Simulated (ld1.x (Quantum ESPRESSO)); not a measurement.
## Ca (Z = 20): RRKJ pseudisation with LDA (PZ), scalar-relativistic reference atom.

ld1.x (Quantum ESPRESSO) 7.5 input, shortened:

```
&input
   title='Ca', zed=20., rel=1, dft='PZ', iswitch=3,
   config='[Ar] 3d0.5 4s1.5 4p0'
 /
 &inputp
   pseudotype=2, tm=.false., rho0=0.001, lloc=0,
   nlcc=.true., rcore=1.90
 /
3
4P  2  1   0.00   0.00  4.24  4.24  0.0
3D  3  2   0.50   0.00  3.28  3.28  0.0
4S  1  0   1.50   0.00  3.62  3.62  0.0
 &test
   configts(1)='3d0.5 4s1.5 4p0'
 /
```

- Cutoffs needed: 12 Ry and 15 Ry (the cutoffs (Ry, on a coarse ladder) from which the occupation-weighted sum of valence levels, in a spherical-Bessel basis at the reference potential, stays within 10 and 1 mRy of its value at 400 Ry)
- Ghost test: no extra level below or beside the all-electron valence levels (p, d, s, f tested) (spherical-Bessel basis up to 400 Ry, 20 bohr box)
- Largest excitation error: -48 meV (all-electron minus pseudo) for 3d0 4s0 4p2, out of 7 test configurations
